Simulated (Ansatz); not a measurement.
The cluster Cu4S3⁺. The state is a doublet with charge 1. Geometry r2SCAN-D4/def2-SVP, that of the neutral singlet; atoms count from 1.

```xyz
7

Cu    0.7280   -0.6103    1.2913
Cu    0.6024   -1.0069   -1.0874
Cu   -1.4866   -0.0254    0.2605
Cu    0.3533    1.4001   -0.4323
S    -0.7180   -2.0878    0.3557
S     2.2173    0.2688   -0.1250
S    -1.6964    2.0615   -0.2629
```

The charge 1 doublet is spin-contaminated (final ⟨S²⟩ up to 1.69, 0.75 for a pure state). The structure comes from a short search, and lower isomers may exist.

**Question.** Estimate the Mulliken populations from the PBE0/def2-SVP orbitals of Ansatz.

**Answer.** 
| atom | charge (e) | spin (α − β) | d electrons |
| --- | --- | --- | --- |
| Cu1 | 0.33 | 0.19 | 9.67 |
| Cu2 | 0.33 | 0.19 | 9.67 |
| Cu3 | 0.22 | 0.20 | 9.62 |
| Cu4 | 0.22 | 0.20 | 9.62 |
| S5 | -0.08 | 0.55 | – |
| S6 | -0.08 | 0.55 | – |
| S7 | 0.05 | -0.88 | – |
Mulliken values depend strongly on the basis.

**Question.** Where does the spin sit?

**Answer.** Summed by element: Cu 0.78, S 0.22, of 1 unpaired in all. Largest on single atoms: S7 -0.88, S6 0.55, S5 0.55.

**Question.** And the Mayer bond orders between heavy atoms (over 0.3)?

**Answer.** Cu1–S5 0.71 (2.27 Å); Cu1–S6 0.75 (2.24 Å); Cu2–S5 0.75 (2.23 Å); Cu2–S6 0.71 (2.27 Å); Cu3–Cu4 0.31 (2.43 Å); Cu3–S5 0.75 (2.20 Å); Cu3–S7 0.85 (2.16 Å); Cu4–S6 0.75 (2.20 Å); Cu4–S7 0.85 (2.16 Å).
